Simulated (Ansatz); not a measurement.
System: sum formula CrO$_{2}$H$_{2}$ (charge 0, quintet). The spin state was set by rule; other spins were not relaxed. SMILES: [OH][Cr][OH]
Structure (B3LYP-D3(BJ)/def2-TZVP (Ansatz, a program for electronic structure) minimum search):
```
Cr
O 1 1.8093
H 2 0.9604 1 129.37
O 1 1.8093 2 148.75 3 87.52
H 4 0.9604 1 129.37 2 -87.52
```
Charge 0, spin multiplicity 5.

Property: vertical ionisation energy (to the quartet state of charge +1; each state is the SCF solution reached for its spin; the UHF <S^2> is 3.87 for the quartet (pure: 3.75)), in eV. Valence correlation only, unless marked. UHF or UKS for open shells. No spin-orbit coupling. The frozen core is the preceding noble-gas configuration, with the filled d and f shells of earlier blocks. No relativistic terms.  The program attaches cautions to a run behind CCSD(T)/def2-SVPD: other roots.

| level | program | vertical ionisation energy (eV) |
|---|---|---|
| r2SCAN/def2-TZVPD | Ansatz | 8.52 |
| CAM-B3LYP/def2-TZVPD | Ansatz | 8.85 |
| SCS-MP2/def2-TZVPPD | Ansatz | 8.56 |
| CCSD/def2-TZVPPD | Ansatz | 8.87 |
| CCSD(T)/def2-SVPD | Ansatz | 8.76 |
| CCSD(T)/def2-TZVPPD | Ansatz | 8.62 |
